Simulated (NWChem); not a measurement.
CHF, singlet; SMILES [CH]F

All runs: NWChem. Low-valent species are run as closed-shell singlets; no triplet was tried in these runs. Geometry: optimised at PBE0-D3(BJ)/def2-TZVP. Ions are spin-unrestricted doublets at the neutral geometry; other ion states weren't tried. Functional: LC-ωPBE (HJS hole) with def2-SVP; the question gives the range parameter ω in 1/bohr.

Estimate the computed values for range parameter (1/bohr) 0.05. Quantities: vertical ionisation energy, ΔSCF (eV); −ε(HOMO) (eV).


| Item | Result |
|---|---|
| vertical ionisation energy, ΔSCF (eV) | 10.14 |
| −ε(HOMO) (eV) | 6.14 |
